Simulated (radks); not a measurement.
Species: the indium ion In2+. Configuration: [Kr] 4d10 5s1. All-electron calculation, Dirac Kohn-Sham, LDA (Slater exchange, VWN5 correlation), spin-unpolarised, spherical densities, finite nucleus; Fermi nuclear charge, rms radius 4.6156 fm. Program: a radial shooting solver on a logarithmic mesh with Libxc functionals.

Radial electron density D(r) = 4 pi r^2 rho(r):

r (bohr),D(r) (e/bohr)
0.001026,1.526
0.001185,1.966
0.001368,2.528
0.00158,3.240
0.001825,4.140
0.002108,5.269
0.002434,6.678
0.002811,8.423
0.003247,10.56
0.00375,13.16
0.00433,16.27
0.005041,20.16
0.005822,24.44
0.006724,29.28
0.007765,34.62
0.008968,40.31
0.01036,46.11
0.01196,51.70
0.01381,56.68
0.01595,60.59
0.01842,63.04
0.02128,63.75
0.02457,62.73
0.02838,60.37
0.03278,57.53
0.03785,55.36
0.04371,55.14
0.05048,57.75
0.0583,63.20
0.06733,70.32
0.07776,76.83
0.08981,80.10
0.1046,78.09
0.1207,71.36
0.1394,62.74
0.161,56.35
0.186,55.23
0.2148,59.16
0.2481,64.18
0.2865,64.91
0.3309,58.16
0.3821,45.34
0.4413,31.60
0.5096,22.23
0.5886,19.19
0.6797,20.38
0.785,21.90
0.9066,21.05
1.047,17.60
1.209,12.96
1.396,8.613
1.613,5.324
1.863,3.147
2.168,1.750
2.504,0.9655
2.892,0.4980
3.34,0.2302
3.857,0.09111
4.455,0.02949
5.144,0.007475
5.941,0.001419
6.861,0.0001928

D(r) has 4 maxima, at r = 0.0209, 0.0920, 0.271, 0.811 bohr, and minima at 0.0413, 0.177, 0.593 bohr, inside which lie 2.04, 11.16, 28.99 electrons.
